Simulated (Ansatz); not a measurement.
GeH$_{4}$NO, SMILES `[NH][GeH2][OH]` radical. The species carries charge 0 and has multiplicity 2.

```xyz
7

N    -0.7784   -0.8853    0.9459
Ge    0.0588    0.0332   -0.4383
O     0.7251    1.5130    0.2718
H    -1.3252   -1.6680    0.5723
H     1.1872   -0.8691   -0.9826
H    -0.9016    0.5069   -1.5388
H     1.0340    1.3693    1.1698
```

Q: What are the harmonic wavenumbers in cm⁻¹ at PBE0-D4/def2-TZVP (Ansatz, finite differences of forces, unscaled)? (An estimate is asked.)

A: The calculation gave: 116, 220, 268, 459, 643, 655, 716, 759, 844, 886, 945, 2121, 2165, 3449, 3889.

Q: Is this a minimum?

A: Yes, all 15 modes are real.

Q: Give the ideal-gas thermochemistry at 298.15 K and 1 bar (rigid rotor, harmonic oscillator; point group C1, symmetry number 1).

A: Zero-point energy 108.5 kJ/mol; H(298) − E = 125.2 kJ/mol; entropy 311.7 J/(mol·K), of which translation 167.1, rotation 100.2, vibration 38.6, electronic 5.8; G(298) − E = 32.3 kJ/mol.
